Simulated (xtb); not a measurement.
C₄H₉KO, charge +1, doublet, from a rough starting geometry (GFN-xTB shapes and energies of metal compounds can be far from the true ones) (a state made from the parent by changing its charge; the spin is typed, not shown lowest); xtb with GFN2-xTB.

The xtb input:
```
$ xtb mol.xyz --gfn 2 --chrg 1 --uhf 1 --opt vtight --json

# file mol.xyz
15

K      1.94261129     2.27762544     1.34292848
O      0.29288832     1.00808255     1.27991933
C      0.00973274     0.12854147     0.20357913
C      1.08019831    -0.89332026     0.03078695
C     -1.38602046    -0.56634362     0.59534170
C     -0.24021567     0.88479678    -1.08281271
H      0.75242255    -1.65582859    -0.75620649
H      1.30313046    -1.49873546     0.96144808
H      2.00859016    -0.46363861    -0.29068311
H     -1.20794836    -1.16407774     1.54475339
H     -1.59173196    -1.29814996    -0.16143925
H     -2.15363432     0.17120142     0.73052717
H      0.65090469     1.36094837    -1.44440776
H     -0.98183330     1.68282004    -0.92368284
H     -0.59936173     0.23925118    -1.86706807
```

What the program printed (banner, timings and long lists left out):

```
   ID    Z sym.   atoms
    1   19 K      1
    2    8 O      2
    3    6 C      3-6
    4    1 H      7-15

           -------------------------------------------------
          |                Calculation Setup                |
           -------------------------------------------------

molecular fragmentation (1/2 indicates fragments):
111111112111112
# atoms in fragment 1/2:    13     2
 fragment masses (1/2) :      110.20        2.02
CMA distance (Bohr)    :   3.747
constraining FC (au)   :  0.0500

           -------------------------------------------------
          |                 G F N 2 - x T B                 |
           -------------------------------------------------

          ...................................................
          :                      SETUP                      :
          :.................................................:
          :  # basis functions                  33          :
          :  # atomic orbitals                  33          :
          :  # shells                           21          :
          :  # electrons                        31          :
          :  max. iterations                   250          :
          :  Hamiltonian                  GFN2-xTB          :
          :  restarted?                      false          :
          :  GBSA solvation                  false          :
          :  PC potential                    false          :
          :  electronic temp.          300.0000000     K    :
          :  accuracy                    1.0000000          :
          :  -> integral cutoff          0.2500000E+02      :
          :  -> integral neglect         0.1000000E-07      :
          :  -> SCF convergence          0.1000000E-05 Eh   :
          :  -> wf. convergence          0.1000000E-03 e    :
          :  Broyden damping             0.4000000          :
          :  net charge                          1          :
          :  unpaired electrons                  1          :
          ...................................................

 iter      E             dE          RMSdq      gap      omega  full diag
   1    -17.0850739 -0.170851E+02  0.379E+00    0.93       0.0  T
   2    -17.1478358 -0.627619E-01  0.318E+00    2.79       1.0  T
   3    -17.1855871 -0.377513E-01  0.132E+00    2.72       1.0  T
   4    -17.1854887  0.984843E-04  0.102E+00    2.37       1.0  T
   5    -17.1844314  0.105722E-02  0.850E-01    2.37       1.0  T
[...]
 * total energy  :   -17.0039803 Eh     change        0.1003744E-03 Eh
 * total energy  :   -17.0040862 Eh     change       -0.1058659E-03 Eh
 * total energy  :   -17.0040927 Eh     change       -0.6521412E-05 Eh
 * total energy  :   -17.0040940 Eh     change       -0.1348875E-05 Eh
 * total energy  :   -17.0040960 Eh     change       -0.1992891E-05 Eh
 * total energy  :   -17.0040971 Eh     change       -0.1097181E-05 Eh
 * total energy  :   -17.0040979 Eh     change       -0.7595085E-06 Eh
 * total energy  :   -17.0040986 Eh     change       -0.6827656E-06 Eh
 * total energy  :   -17.0040990 Eh     change       -0.4529194E-06 Eh
 * total energy  :   -17.0040993 Eh     change       -0.2834937E-06 Eh
 * total energy  :   -17.0040995 Eh     change       -0.1718466E-06 Eh
 * total energy  :   -17.0040996 Eh     change       -0.6489606E-07 Eh
   *** GEOMETRY OPTIMIZATION CONVERGED AFTER 42 ITERATIONS ***
         :: total energy             -17.004099550576 Eh    ::
[...]
 Mol. α(0) /au        :         93.046599

Wiberg/Mayer (AO) data.
largest (>0.10) Wiberg bond orders for each atom

 ---------------------------------------------------------------------------
     #   Z sym  total        # sym  WBO       # sym  WBO       # sym  WBO
 ---------------------------------------------------------------------------
     1  19 K    0.283 --     2 O    0.210
     2   8 O    1.833 --     3 C    1.279     1 K    0.210     6 C    0.110
                             5 C    0.109
     3   6 C    3.932 --     2 O    1.279     4 C    0.993     5 C    0.821
                             6 C    0.821
     4   6 C    3.987 --     3 C    0.993     7 H    0.978     9 H    0.959
                             8 H    0.959
     5   6 C    3.930 --    12 H    0.981    11 H    0.972    10 H    0.965
                             3 C    0.821     2 O    0.109
     6   6 C    3.930 --    14 H    0.981    15 H    0.972    13 H    0.965
                             3 C    0.821     2 O    0.110
     7   1 H    0.994 --     4 C    0.978
     8   1 H    0.994 --     4 C    0.959
     9   1 H    0.994 --     4 C    0.959
    10   1 H    0.992 --     5 C    0.965
    11   1 H    0.988 --     5 C    0.972
    12   1 H    0.992 --     5 C    0.981
    13   1 H    0.992 --     6 C    0.965
    14   1 H    0.992 --     6 C    0.981
    15   1 H    0.988 --     6 C    0.972
 ---------------------------------------------------------------------------

Topologies differ in total number of bonds
Writing topology from bond orders to xtbtopo.mol

molecular dipole:
                 x           y           z       tot (Debye)
 q only:        1.961       2.582       2.576
   full:        2.090       2.720       2.725      11.134
molecular quadrupole (traceless):
                xx          xy          yy          xz          yz          zz
 q only:       -4.933      16.154       1.864      16.036      19.743       3.069
  q+dip:       -5.654      17.538       2.390      17.440      21.886       3.264
   full:       -5.754      17.869       2.142      17.253      21.452       3.611

optimized geometry written to: xtbopt.xyz

           -------------------------------------------------
          | TOTAL ENERGY              -17.004099550576 Eh   |
          | GRADIENT NORM               0.000046583546 Eh/α |
          | HOMO-LUMO GAP               1.557384474941 eV   |
           -------------------------------------------------

normal termination of xtb
```
